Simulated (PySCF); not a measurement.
## What each rung costs, and what it gives

Saddle point of BH2BrO, closed shell (BH₂BrO ([OH][BH][Br]) → BHO ([BH][O]) + HBr; bonds formed: Br2–H4; bonds broken: B1–Br2, O3–H4), PBE0-D4/def2-TZVP structure:

```json
{"atom": "B1", "x (Å)": "-0.6057", "y (Å)": "0.3351", "z (Å)": "-0.2234"}
{"atom": "Br2", "x (Å)": "1.5634", "y (Å)": "-0.9084", "z (Å)": "-0.3309"}
{"atom": "O3", "x (Å)": "-0.5504", "y (Å)": "0.3630", "z (Å)": "1.0194"}
{"atom": "H4", "x (Å)": "0.6019", "y (Å)": "-0.3029", "z (Å)": "0.8495"}
{"atom": "H5", "x (Å)": "-1.0092", "y (Å)": "0.5131", "z (Å)": "-1.3147"}
```

Barriers are electronic and count from the start structure reached by relaxing down the imaginary mode.

Program: PySCF 2.14 with density fitting (its default auxiliary sets; JK sets also for MP2 and CCSD(T)). Basis: as named in each row. Cores are frozen in the correlated methods. Filled d shells of the heavier atoms are correlated. The def2 sets are not built for correlating such inner shells, so the correlated values are less sure here. B3LYP uses VWN-RPA correlation. Extrapolation: Hartree–Fock as exp(−7.88 √X), correlation as X^−2.97.

Times are rough, for one single point on 4 threads of a shared host (AMD EPYC 7B13).

The estimate by CCSD(T) at an estimated basis limit (MP2 extrapolated from triple and quadruple zeta, plus CCSD(T) − MP2 in triple zeta) is 202.3 kJ/mol.

```json
{"method": "HF", "basis": "STO-3G", "time (s)": "under 1", "barrier (kJ/mol)": "358.7", "method less estimate": "156.4"}
{"method": "MP2", "basis": "def2-QZVPP", "time (s)": "2", "barrier (kJ/mol)": "197.4", "method less estimate": "-4.9"}
{"method": "B3LYP-D4", "basis": "6-31G", "time (s)": "2", "barrier (kJ/mol)": "209.6", "method less estimate": "7.3"}
{"method": "PBE0-D4", "basis": "def2-SVP", "time (s)": "2", "barrier (kJ/mol)": "199.0", "method less estimate": "-3.4"}
{"method": "PBE-D4", "basis": "def2-SVP", "time (s)": "3", "barrier (kJ/mol)": "174.8", "method less estimate": "-27.5"}
{"method": "SPW92", "basis": "def2-TZVPP", "time (s)": "3", "barrier (kJ/mol)": "173.5", "method less estimate": "-28.8"}
{"method": "BHLYP-D4", "basis": "def2-TZVPP", "time (s)": "4", "barrier (kJ/mol)": "216.3", "method less estimate": "14.0"}
{"method": "PBE0-D4", "basis": "def2-TZVPP", "time (s)": "4", "barrier (kJ/mol)": "198.4", "method less estimate": "-3.9"}
{"method": "B3LYP-D4", "basis": "def2-TZVPP", "time (s)": "4", "barrier (kJ/mol)": "191.3", "method less estimate": "-11.0"}
{"method": "PBE-D4", "basis": "def2-TZVPP", "time (s)": "4", "barrier (kJ/mol)": "175.9", "method less estimate": "-26.5"}
{"method": "CCSD(T)", "basis": "def2-SVP", "time (s)": "6", "barrier (kJ/mol)": "207.6", "method less estimate": "5.3"}
{"method": "r2SCAN-D4", "basis": "def2-TZVPP", "time (s)": "6", "barrier (kJ/mol)": "189.4", "method less estimate": "-12.9"}
{"method": "CCSD(T)", "basis": "def2-TZVPP", "time (s)": "64", "barrier (kJ/mol)": "205.4", "method less estimate": "3.0"}
{"method": "wB97M-V", "basis": "def2-TZVPP", "time (s)": "67", "barrier (kJ/mol)": "200.2", "method less estimate": "-2.1"}
```

All methods are single points on the PBE0-D4 structures.

The T1 diagnostic stays at or below 0.015.

Labels in which every atom is bracketed show which atoms are joined, not bond orders.
